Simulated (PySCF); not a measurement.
From one molecule to another.

First species: C₆H₇NOSi.
Atom-mapped SMILES: `[O:1]=[CH:2][SiH2:3][c:4]1[cH:5][cH:6][n:7][cH:8][cH:9]1` (hydrogens: H10 on C2; H11, H12 on Si3; H13 on C5; H14 on C6; H15 on C8; H16 on C9)

Second species: C₃H₈F₂Si₂.
Z-matrix (Å and degrees, GFN2-xTB geometry), rows numbered from 1:
```
F 
C   1  1.3642
F   2  1.3641  1  105.95
Si  2  1.9364  1  110.48  3  -120.07
C   4  1.9102  2  110.33  1    42.19
Si  5  1.9284  4   91.53  2  -104.51
C   4  1.9123  2  109.32  1   -53.82
H   2  1.0986  1  106.71  3   113.34
H   4  1.4641  2  105.50  1   174.59
H   5  1.0865  4  113.68  2   138.47
H   5  1.0864  4  115.48  2    14.64
H   6  1.4649  5  114.14  4  -121.08
H   6  1.4609  5  114.42  4   109.86
H   7  1.0863  4  115.85  2   -13.73
H   7  1.0860  4  113.60  2  -137.86
```

Levels: B3LYP/def2-SVPD for dipole moment, HOMO energy, LUMO energy, HOMO–LUMO gap, static isotropic polarisability and electronic spatial extent ⟨r²⟩ about the centre of nuclear charge; TDDFT B3LYP/def2-SVPD for lowest singlet excitation; TDA B3LYP/def2-SVPD for lowest triplet excitation (Tamm–Dancoff); GFN2-xTB for rotational constant A and rotational constant C. Geometries: GFN2-xTB. Each species is one conformer at its optimised geometry, gas phase, non-relativistic unless stated; the electronic structure was computed with PySCF and density fitting.

Dipoles, sizes and rotational constants follow the conformer. The torsions of the flexible species, by atom-mapped SMILES:
- `[O:1]=[CH:2][SiH2:3][c:4]1[cH:5][cH:6][n:7][cH:8][cH:9]1`: O1–C2–Si3–C4 62°, C2–Si3–C4–C5 -41°
- `[F:1][CH:2]([F:3])[SiH:4]1[CH2:5][SiH2:6][CH2:7]1`: F1–C2–Si4–C5 42°

**Question.** Which of the two has the higher dipole moment, and by how much?

**Answer.** The first: 3.00 D against 2.26 D, a difference of 0.74 D.

**Question.** Which of the two has the higher S1 energy, and by how much?

**Answer.** The second: 6.18 eV against 3.11 eV, a difference of 3.07 eV.

**Question.** Which of the two has the higher rotational constant A, and by how much?

**Answer.** The second: 3.219 GHz against 3.056 GHz, a difference of 0.163 GHz.

**Question.** Which has the higher static isotropic polarisability?

**Answer.** The first: 103.9 au against 88.6 au, a difference of 15.3 au.

**Question.** Which has the higher rotational constant C?

**Answer.** The second: 1.039 GHz against 0.708 GHz, a difference of 0.331 GHz.

**Question.** Which of the two has the higher T1 energy, and by how much?

**Answer.** The second: 5.98 eV against 2.47 eV, a difference of 3.51 eV.

**Question.** Which has the higher ⟨r²⟩?

**Answer.** The first: 1554 bohr² against 1206 bohr², a difference of 348 bohr².

**Question.** Which of the two has the higher HOMO energy, and by how much?

**Answer.** The first: -6.99 eV against -7.78 eV, a difference of 0.79 eV.

On the first: The vertical singlet–triplet gap S1 − T1 is 0.64 eV (TDDFT singlet less Tamm–Dancoff triplet; S1: HOMO→LUMO, weight 0.80; T1: HOMO→LUMO, weight 0.76). S1 lies 1.59 eV below the HOMO–LUMO gap; its leading configuration is HOMO→LUMO, weight 0.80.

On the second: The principal polarisabilities are 79.2, 81.8 and 104.6 au; their mean is the isotropic value. The polarisability is 13.12 Å³ as a volume (1 au = 0.148185 Å³), or 1.23 au for each of the 72 electrons.
